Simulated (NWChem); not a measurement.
# iodine (I2)

SMILES: II
```xyz
2

I      0.0000     0.0000     1.3412
I      0.0000     0.0000    -1.3412
```
Charge 0, spin multiplicity 1.

Everything below was run with NWChem. Structure: optimised with PBE0/def2-SVP with def2 effective core potentials on I, a minimum by its harmonic frequencies.

Symmetry labels belong to the abelian group D2h used in the runs, with the axes of the coordinates shown; states degenerate in a higher group split over its labels.

Effective core potentials replace the inner electrons of I; spin-orbit coupling is left out.

Problem. List the lowest 4 singlet excitations that TD-PBE/def2-SVPD with def2 effective core potentials on I gives, with oscillator strengths.

Solution. 
```csv
state,symmetry,energy (eV),wavelength (nm),f
1,b2u,1.97,630,0.002
2,b3u,1.97,630,0.002
3,b3g,3.51,353,0.000
4,b2g,3.51,353,0.000
```
